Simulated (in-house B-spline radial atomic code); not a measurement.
Values are calculated unless marked as measured or tabulated.
**Stopping and range of 120 keV In in Ge**

The pair potential comes from two frozen, spherical free-atom densities (PBE, B-spline radial code, scalar-relativistic past argon): electrostatics plus the change in Thomas-Fermi kinetic and Dirac exchange energy where they overlap, the recipe behind the universal ZBL potential, which averages such potentials (from solid-state densities) over many pairs. It is written V = (Z1 Z2 e²/r) φ(r/a), with e² = 14.3996 eV·Å and a = 0.46850 Å/(Z1^0.23 + Z2^0.23); ZBL's fit is φ = 0.18175 e^(−3.1998x) + 0.50986 e^(−0.94229x) + 0.28022 e^(−0.4029x) + 0.02817 e^(−0.20162x). Where φ falls below 4e-4 it is continued as an exponential.

The target is taken as amorphous, with density 5.3234 g/cm³ (NSM archive of the Ioffe Institute); channelling is ignored. Masses: In 114.82, Ge 72.63 u. Nuclear stopping is S_n = 4π a Z1 Z2 e² M1/(M1 + M2) × s_n(ε), with s_n integrated over impact parameters for each pair. Electronic stopping is Lindhard and Scharff's S_e = Z1^(1/6) 8π e² a0 Z1 Z2/(Z1^(2/3) + Z2^(2/3))^(3/2) × v/v0, with a0 = 0.529177 Å and v = v0 at 24.801 keV/u; it misses the oscillations with Z1 seen in experiment, which reach tens of per cent. Compounds add by atom fraction.

| target atom | a (Å) | ε at this energy | s_n, this pair | s_n, ZBL potential |
| --- | --- | --- | --- | --- |
| Ge | 0.10039 | 0.2067 | 0.3504 | 0.3459 |

**Question.** What are the atom density and the stopping powers at entry?

**Answer.** N = 5.3234 × 0.602214/72.63 = 0.04414 atoms/Å³. For Ge: S_n = 17450 × 0.3504 = 6114 eV·Å², S_e = 2.9938 × √120000 = 1037 eV·Å². Averaged over the target's atoms and times N × 10 Å/nm, the ion loses N S_n = 2700 eV/nm to recoils and N S_e = 458 eV/nm to electrons; the nuclear share is 85 %.

Along the track:

```
E (keV)  N S_n (eV/nm)  N S_e (eV/nm)
      6           1280            102
     18           1890            177
     36           2270            251
     60           2500            324
     90           2630            396
    120           2700            458
```

**Question.** Estimate the path length and the projected range.

**Answer.** With continuous slowing down the path is the integral of dE/(N (S_n + S_e)). Trapezoids over the table give 44.2 nm, and the stretch below the first row, with stopping taken as √E, adds 2E/(N S) = 8.7 nm: 52.8 nm in all, against 51.7 nm on a fine grid from 5 eV. Deflections shorten the depth: to first order in the energy passed on, N (S_n + S_e) dR_p/dE = 1 − N S_n (M2/M1) R_p/(2E), summed over the target's atoms, and integrating this on the fine grid gives R_p = 36 nm, 0.70 of the path. Lindhard's rule of thumb R/(1 + M2/3M1), with mean M2/M1 = 0.63, gives 42.7 nm. On the ZBL potential the same equation gives 36.5 nm, and the full integral equation, which keeps hard collisions, 38.3 nm.
